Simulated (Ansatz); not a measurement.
Stepwise reaction of `FC(F)(F)C1=CC(C(F)(F)F)=[O+][Al-]([Cl])([Cl])[O]1` with water, as a gas-phase model of exchange steps in deposition or etching. ΔE in kJ/mol.

Gas-phase electronic energies from Ansatz, PBE0-D4/def2-TZVP geometries. CCSD(T)/CBS is the MP2 limit (def2-TZVPP, def2-QZVPP) plus CCSD(T) − MP2 in def2-TZVPP, frozen cores. This one scheme is used for every species. DFT in def2-TZVPP. B3LYP here is the variant with VWN-RPA as its local correlation; programs differ in this. Each species was taken in one conformer, which may not be the lowest.

```csv
step,reaction,PBE-D4,B3LYP-D4,ωB97M-V,CCSD(T)/CBS
1,`FC(F)(F)C1=CC(C(F)(F)F)=[O+][Al-]([Cl])([Cl])[O]1` + H₂O → `[OH][Al-]1([Cl])[O]C(C(F)(F)F)=CC(C(F)(F)F)=[O+]1` + HCl,33.2,29.2,31.3,34.2
```

Q: Give the row of step 2, `[OH][Al-]1([Cl])[O]C(C(F)(F)F)=CC(C(F)(F)F)=[O+]1` + H₂O → `[OH][Al-]1([OH])[O]C(C(F)(F)F)=CC(C(F)(F)F)=[O+]1` + HCl. (Best estimate.)

A: Ansatz gave: 
| step | reaction | PBE-D4 | B3LYP-D4 | ωB97M-V | CCSD(T)/CBS |
| --- | --- | --- | --- | --- | --- |
| 2 | `[OH][Al-]1([Cl])[O]C(C(F)(F)F)=CC(C(F)(F)F)=[O+]1` + H₂O → `[OH][Al-]1([OH])[O]C(C(F)(F)F)=CC(C(F)(F)F)=[O+]1` + HCl | 29.3 | 25.8 | 28.6 | 30.9 |

Q: By hand: ΔE of the 2 steps together at CCSD(T)/CBS.

A: (34.2) + (30.9) = 65.1 kJ/mol, or 32.5 kJ/mol a step.

In ΔE the steps differ by no more than 3.3 kJ/mol. All are uphill at CCSD(T)/CBS. PBE-D4 differs from CCSD(T)/CBS by -1.6 to -1.0 kJ/mol a step. Isolated molecules leave out the surface, adducts and barriers. Largest T1 diagnostic: 0.015.
